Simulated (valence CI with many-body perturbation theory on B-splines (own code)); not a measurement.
**E1 line list for Pr27+**

Computed by configuration interaction combined with many-body perturbation theory (CI+MBPT): four valence electrons over a frozen Dirac-Fock core [Ar] 3d10, radial functions for each j: 11 s, 11 p, 10 d, 8 f, 5 g, 2 h, with the one-electron correlation potential Σ1, the two-electron term Σ2, the three-electron term Σ3, Breit, model QED; selected CI, second order for the rest, scaled by the run's own slope (own B-spline code, finite nucleus).

The last digits are not significant, and no measured levels were compared; by estimate large intervals hold to a few tenths of a per cent, small ones and those within an open d or f shell to about a per cent. Among the levels kept, up to 510 cm⁻¹ of a level comes from second order outside the variational space, and about a tenth of that is noise between levels of different J, which matters for small intervals.

Lines 1 to 50 of 558 in falling wavelength, among levels below 2748900 cm⁻¹, chosen from the strongest by gf and those to the six lowest levels. Wavelengths and rates use the calculated energies. Electric multipoles are in the length gauge, E1 and E2 with the static RPA response of the core. Weak lines are less certain than strong ones. Lines between different terms over intervals too small for the method are left out, as are lines whose strength nearly cancels. Where a level lies close to another of its J and parity, the split of strength between their lines is uncertain. The highest levels of a list are the least certain.

Levels are named by their leading jj configuration (3d3/2^4 stands for four electrons in 3d with j = 3/2), which in mixed levels can hold well under half, so a name can repeat and another be missing. Letters in brackets count levels of one name in rising energy.

| λ vac (Å) | Upper | Lower | A (s⁻¹) | log gf | Branch % |
| --- | --- | --- | --- | --- | --- |
| 410.9 | (4s 4p1/2^2 4p3/2) J=2 | (4s^2 4p3/2^2) J=2 | 1.75e+07 | -2.65 | 0.3 |
| 366.9 | (4s 4p1/2^2 4p3/2) J=1 | (4s^2 4p3/2^2) J=0 | 2.19e+07 | -2.88 | 0.0 |
| 306.1 | (4s 4p1/2^2 4p3/2) J=1 | (4s^2 4p3/2^2) J=2 | 1.66e+08 | -2.15 | 0.2 |
| 245.6 | (4s 4p1/2 4p3/2 4f7/2) J=5 [c] | (4s^2 4p3/2 4f7/2) J=4 | 1.77e+09 | -0.75 | 0.8 |
| 237.3 | (4s 4p1/2 4p3/2 4f7/2) J=6 | (4s^2 4p3/2 4f7/2) J=5 | 2.66e+09 | -0.53 | 5.5 |
| 234.2 | (4s 4p1/2 4p3/2 4d5/2) J=4 [b] | (4s^2 4p3/2 4d5/2) J=3 | 2.68e+09 | -0.70 | 2.5 |
| 232.9 | (4s 4p1/2 4p3/2^2) J=2 [a] | (4s^2 4p3/2^2) J=2 | 5.43e+08 | -1.66 | 4.4 |
| 232.8 | (4p1/2 4p3/2^2 4d5/2) J=5 | (4s 4p3/2^2 4d5/2) J=4 [b] | 4.05e+09 | -0.44 | 8.2 |
| 224.5 | (4s 4p1/2 4p3/2 4f7/2) J=5 [a] | (4s^2 4d3/2 4d5/2) J=4 | 2.92e+09 | -0.61 | 5.3 |
| 217.5 | (4s 4p1/2^2 4p3/2) J=2 | (4s^2 4p1/2 4p3/2) J=2 | 2.70e+09 | -1.02 | 39.5 |
| 217.1 | (4s 4p1/2 4p3/2 4d5/2) J=5 | (4s^2 4p3/2 4d5/2) J=4 | 4.27e+09 | -0.48 | 100.0 |
| 214.3 | (4p1/2 4p3/2^2 4d3/2) J=4 | (4s 4p3/2^2 4d3/2) J=4 | 2.84e+09 | -0.76 | 5.1 |
| 210.9 | (4s 4p1/2 4p3/2^2) J=3 | (4s^2 4p3/2^2) J=2 | 4.95e+09 | -0.64 | 40.0 |
| 209.8 | (4p1/2^2 4p3/2 4d5/2) J=3 | (4s 4p1/2 4p3/2 4d5/2) J=3 [e] | 5.86e+09 | -0.57 | 4.1 |
| 207.6 | (4p1/2 4p3/2^2 4d5/2) J=5 | (4s^2 4p1/2 4f7/2) J=4 | 2.65e+09 | -0.73 | 5.3 |
| 206.9 | (4s 4p1/2^2 4p3/2) J=2 | (4s^2 4p1/2 4p3/2) J=1 | 4.12e+09 | -0.88 | 60.2 |
| 206.3 | (4p1/2^2 4p3/2 4d5/2) J=4 | (4s 4p1/2 4p3/2 4d5/2) J=3 [d] | 5.02e+09 | -0.54 | 5.6 |
| 204.2 | (4p1/2^2 4p3/2 4d5/2) J=4 | (4s 4p1/2 4p3/2 4d5/2) J=4 [c] | 4.95e+09 | -0.56 | 5.5 |
| 203.9 | (4s 4p1/2 4p3/2^2) J=1 [a] | (4s^2 4p3/2^2) J=0 | 2.07e+09 | -1.41 | 2.2 |
| 203.1 | (4p1/2^2 4p3/2 4d3/2) J=2 | (4s 4p1/2 4p3/2 4d5/2) J=2 [b] | 5.69e+09 | -0.75 | 7.2 |
| 203.1 | (4p1/2 4p3/2^2 4d5/2) J=3 [d] | (4s 4p3/2^2 4d5/2) J=2 [b] | 5.52e+09 | -0.62 | 3.1 |
| 200.1 | (4p1/2^2 4p3/2^2) J=2 | (4s 4p1/2 4p3/2^2) J=2 [b] | 6.34e+09 | -0.72 | 10.1 |
| 192.4 | (4p1/2^2 4p3/2 4d5/2) J=1 | (4s 4p1/2 4p3/2 4d5/2) J=2 [d] | 1.08e+10 | -0.74 | 6.1 |
| 187.5 | (4p1/2 4p3/2^2 4d5/2) J=4 [a] | (4s 4p3/2^2 4d5/2) J=5 | 7.25e+09 | -0.46 | 12.2 |
| 187.4 | (4s 4p1/2 4p3/2^2) J=1 [b] | (4s^2 4p3/2^2) J=0 | 4.12e+09 | -1.19 | 1.7 |
| 186.7 | (4s 4p1/2 4p3/2^2) J=2 [b] | (4s^2 4p3/2^2) J=2 | 3.56e+09 | -1.03 | 8.8 |
| 186.6 | (4p1/2 4p3/2^3) J=2 | (4s 4p3/2^3) J=2 | 7.33e+09 | -0.72 | 6.8 |
| 184.2 | (4s 4p1/2^2 4p3/2) J=1 | (4s^2 4p1/2 4p3/2) J=2 | 9.12e+09 | -0.86 | 13.6 |
| 183.6 | (4s 4p1/2 4p3/2^2) J=1 [a] | (4s^2 4p3/2^2) J=2 | 2.28e+09 | -1.46 | 2.4 |
| 182.7 | (4p1/2^2 4p3/2 4d5/2) J=3 | (4s 4p1/2 4p3/2 4d5/2) J=4 [b] | 1.56e+10 | -0.26 | 10.9 |
| 181.2 | (4p1/2 4p3/2^2 4d5/2) J=3 [a] | (4s 4p3/2^2 4d5/2) J=4 [a] | 7.73e+09 | -0.57 | 9.0 |
| 180.6 | (4p1/2 4p3/2^2 4d5/2) J=3 [b] | (4s 4p3/2^2 4d5/2) J=4 [a] | 6.70e+09 | -0.64 | 5.2 |
| 178.4 | (4s 4p1/2 4p3/2 4d5/2) J=4 [c] | (4s^2 4p3/2 4d5/2) J=4 | 4.37e+09 | -0.73 | 9.4 |
| 178.2 | (4p1/2^2 4p3/2^2) J=2 | (4s 4p1/2 4p3/2^2) J=3 | 2.06e+10 | -0.31 | 32.7 |
| 178.2 | (4p1/2 4p3/2^2 4d5/2) J=5 | (4s 4p3/2^2 4d5/2) J=5 | 1.16e+10 | -0.22 | 23.4 |
| 176.5 | (4s 4p1/2^2 4p3/2) J=1 | (4s^2 4p1/2 4p3/2) J=1 | 1.58e+09 | -1.66 | 2.4 |
| 176.3 | (4p1/2 4p3/2^2 4d5/2) J=4 [c] | (4s 4p3/2^2 4d5/2) J=5 | 4.39e+09 | -0.74 | 2.5 |
| 176.3 | (4p1/2^2 4p3/2 4d5/2) J=2 | (4s 4p1/2 4p3/2 4d5/2) J=3 [b] | 1.94e+10 | -0.35 | 12.8 |
| 175.0 | (4p1/2 4p3/2^2 4d5/2) J=4 [b] | (4s 4p3/2^2 4d5/2) J=4 [a] | 9.91e+09 | -0.39 | 17.7 |
| 171.6 | (4p1/2^2 4p3/2 4d3/2) J=3 | (4s 4p1/2 4p3/2 4d3/2) J=4 | 1.76e+10 | -0.26 | 20.4 |
| 170.1 | (4s 4p1/2 4p3/2^2) J=1 [b] | (4s^2 4p3/2^2) J=2 | 4.52e+09 | -1.23 | 1.9 |
| 169.6 | (4p1/2^2 4p3/2 4d5/2) J=4 | (4s 4p1/2 4p3/2 4d5/2) J=5 | 2.88e+10 | 0.05 | 32.1 |
| 169.3 | (4p1/2 4p3/2^2 4d3/2) J=2 [c] | (4s 4p3/2^2 4d3/2) J=3 | 1.34e+10 | -0.54 | 3.0 |
| 167.0 | (4p1/2^2 4p3/2 4d3/2) J=3 | (4s 4p1/2 4p3/2 4d5/2) J=4 [a] | 1.05e+10 | -0.51 | 12.1 |
| 165.9 | (4p1/2^2 4p3/2 4d3/2) J=2 | (4s 4p1/2 4p3/2 4d3/2) J=3 [a] | 2.04e+10 | -0.38 | 25.9 |
| 163.2 | (4s^2 4p1/2 4d3/2) J=2 | (4s^2 4p3/2^2) J=2 | 2.01e+09 | -1.40 | 2.5 |
| 160.0 | (4p1/2^2 4p3/2 4d5/2) J=4 | (4s 4p1/2 4p3/2 4d3/2) J=4 | 9.95e+09 | -0.46 | 11.1 |
| 156.2 | (4s^2 4p1/2 4d3/2) J=1 | (4s^2 4p3/2^2) J=0 | 4.65e+08 | -2.29 | 0.1 |
| 156.0 | (4p1/2^2 4p3/2 4d5/2) J=4 | (4s 4p1/2 4p3/2 4d5/2) J=4 [a] | 5.91e+09 | -0.71 | 6.6 |
| 155.0 | (4p1/2^2 4p3/2 4d3/2) J=1 | (4s 4p1/2 4p3/2 4d3/2) J=2 [a] | 2.37e+10 | -0.59 | 16.7 |

How does gf follow from A for the line at 182.7 Å?

gf = 1.4992 × (2J+1)_upper × A / σ², with σ = 547199 cm⁻¹ and 2J+1 = 7: gf = 0.548.
